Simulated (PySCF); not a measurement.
C2H5AlCl2O (SMILES CC[O][Al]([Cl])[Cl]), singlet, at a GFN2-xTB geometry (such geometries of metal compounds can be far from the true shape); DF-PBE/6-31G** run with PySCF.

Input for PySCF:
```python
from pyscf import gto, scf, dft

mol = gto.Mole()
mol.atom = '''
    Al   -0.108421    0.519684    0.071939
    Cl   -0.272946    0.842400   -1.927678
    Cl   -0.404671    1.978989    1.446086
    O     0.280590   -0.967208    0.661776
    C     0.603071   -2.320575    0.815148
    C     0.623238   -3.042183   -0.524553
    H     1.586695   -2.388151    1.294238
    H    -0.140243   -2.778181    1.478444
    H     1.359928   -2.581959   -1.179184
    H     0.873556   -4.090006   -0.382172
    H    -0.353551   -2.966998   -0.997252
'''
mol.basis = '6-31g**'
mol.charge = 0
mol.spin = 0
mol.verbose = 4
mol.max_memory = 1800
mol.build()

mf = dft.RKS(mol)
mf.xc = 'pbe'
mf = mf.density_fit(auxbasis='def2-universal-jkfit')
mf.kernel()
```

It wrote (shortened):

```
PySCF version 2.14.0

[INPUT] verbose = 4
[INPUT] num. atoms = 11
[INPUT] num. electrons = 72
[INPUT] charge = 0
[INPUT] spin (= nelec alpha-beta = 2S) = 0
[INPUT] symmetry False subgroup None
[INPUT] Mole.unit = angstrom
[INPUT] Symbol           X                Y                Z      unit          X                Y                Z       unit  Magmom
[INPUT]  1 Al    -0.108421000000   0.519684000000   0.071939000000 AA   -0.204885996151   0.982060431318   0.135945007675 Bohr   0.0
[INPUT]  2 Cl    -0.272946000000   0.842400000000  -1.927678000000 AA   -0.515793186796   1.591905287334  -3.642783476349 Bohr   0.0
[INPUT]  3 Cl    -0.404671000000   1.978989000000   1.446086000000 AA   -0.764717360554   3.739747213527   2.732706492568 Bohr   0.0
[INPUT]  4 O      0.280590000000  -0.967208000000   0.661776000000 AA    0.530238253292  -1.827758225488   1.250575395810 Bohr   0.0
[INPUT]  5 C      0.603071000000  -2.320575000000   0.815148000000 AA    1.139639023668  -4.385251201513   1.540406470987 Bohr   0.0
[INPUT]  6 C      0.623238000000  -3.042183000000  -0.524553000000 AA    1.177749130422  -5.748892690808  -0.991261507819 Bohr   0.0
[INPUT]  7 H      1.586695000000  -2.388151000000   1.294238000000 AA    2.998418993217  -4.512951334106   2.445755360005 Bohr   0.0
[INPUT]  8 H     -0.140243000000  -2.778181000000   1.478444000000 AA   -0.265020860887  -5.250001214470   2.793854250506 Bohr   0.0
[INPUT]  9 H      1.359928000000  -2.581959000000  -1.179184000000 AA    2.569891469128  -4.879195374856  -2.228334810469 Bohr   0.0
[INPUT] 10 H      0.873556000000  -4.090006000000  -0.382172000000 AA    1.650781594471  -7.728991187828  -0.722200412477 Bohr   0.0
[INPUT] 11 H     -0.353551000000  -2.966998000000  -0.997252000000 AA   -0.668114561066  -5.606813632132  -1.884533157175 Bohr   0.0

nuclear repulsion = 410.791604764383
number of shells = 57
number of NR pGTOs = 269
number of NR cGTOs = 121
basis = 6-31g**
ecp = {}

******** <class 'pyscf.df.df_jk.DFRKS'> ********
method = DFRKS
initial guess = minao
damping factor = 0
level_shift factor = 0
DIIS = <class 'pyscf.scf.diis.CDIIS'>
diis_start_cycle = 1
diis_space = 8
diis_damp = 0
SCF conv_tol = 1e-09
SCF conv_tol_grad = None
SCF max_cycles = 50
direct_scf = False
XC library pyscf.dft.libxc version 7.1.2
    S. Lehtola, C. Steigemann, M. J. T. Oliveira, and M. A. L. Marques,  SoftwareX 7, 1–5 (2018)
XC functionals = pbe
    J. P. Perdew, K. Burke, and M. Ernzerhof,  Phys. Rev. Lett. 77, 3865 (1996)
    J. P. Perdew, K. Burke, and M. Ernzerhof,  Phys. Rev. Lett. 78, 1396 (1997)
    J. P. Perdew, K. Burke, and M. Ernzerhof,  Phys. Rev. Lett. 77, 3865 (1996)
    J. P. Perdew, K. Burke, and M. Ernzerhof,  Phys. Rev. Lett. 78, 1396 (1997)
radial grids:
    Treutler-Ahlrichs [JCP 102, 346 (1995); DOI:10.1063/1.469408] (M4) radial grids

becke partition: Becke, JCP 88, 2547 (1988); DOI:10.1063/1.454033
pruning grids: <function nwchem_prune>
grids dens level: 3
symmetrized grids: False
atomic radii adjust function: <function treutler_atomic_radii_adjust>
small_rho_cutoff = 0
Set gradient conv threshold to 3.16228e-05
Initial guess from minao.
tot grids = 148304
init E= -1317.10398072311
  HOMO = -0.351507549235486  LUMO = -0.0847783955159849  gap/eV = 7.25807
cycle= 1 E= -1316.50653235133  delta_E= 0.597  |g|=  0.9  |ddm|= 3.16
  HOMO = -0.0667462891318529  LUMO = -0.0243543569118287  gap/eV = 1.15354
cycle= 2 E= -1315.40351869994  delta_E=  1.1  |g|= 2.35  |ddm|= 2.96
  HOMO = -0.242827828246415  LUMO = -0.0421480225288535  gap/eV = 5.46078
cycle= 3 E= -1316.65051513825  delta_E= -1.25  |g|= 0.37  |ddm|= 2.48
  HOMO = -0.244563871478029  LUMO = -0.0477991316742887  gap/eV = 5.35424
cycle= 4 E= -1316.68489682944  delta_E= -0.0344  |g|= 0.122  |ddm|= 0.544
  HOMO = -0.24381789983178  LUMO = -0.0546223637230834  gap/eV = 5.14827
cycle= 5 E= -1316.68860206895  delta_E= -0.00371  |g|= 0.0347  |ddm|= 0.162
  HOMO = -0.242751248090587  LUMO = -0.0511738111231081  gap/eV = 5.21309
cycle= 6 E= -1316.68893251137  delta_E= -0.00033  |g|= 0.00775  |ddm|= 0.0475
  HOMO = -0.243353304662605  LUMO = -0.0514738997659343  gap/eV = 5.22130
cycle= 7 E= -1316.68894434688  delta_E= -1.18e-05  |g|= 0.00279  |ddm|= 0.00779
  HOMO = -0.243650899896681  LUMO = -0.051537769769213  gap/eV = 5.22766
cycle= 8 E= -1316.68894632376  delta_E= -1.98e-06  |g|= 0.000642  |ddm|= 0.00292
  HOMO = -0.243668919519786  LUMO = -0.0515133312580223  gap/eV = 5.22882
cycle= 9 E= -1316.68894641305  delta_E= -8.93e-08  |g|= 8.19e-05  |ddm|= 0.000569
  HOMO = -0.243675424483732  LUMO = -0.0515149634668886  gap/eV = 5.22895
cycle= 10 E= -1316.68894641443  delta_E= -1.38e-09  |g|= 1.57e-05  |ddm|= 8.69e-05
  HOMO = -0.2436753734699  LUMO = -0.051514808087997  gap/eV = 5.22896
cycle= 11 E= -1316.6889464145  delta_E= -6.64e-11  |g|= 3.59e-06  |ddm|= 2.36e-05
  HOMO = -0.243675194820188  LUMO = -0.0515149129219892  gap/eV = 5.22895
Extra cycle  E= -1316.68894641449  delta_E= 6.37e-12  |g|= 4.48e-06  |ddm|= 9.85e-06
converged SCF energy = -1316.68894641449
```
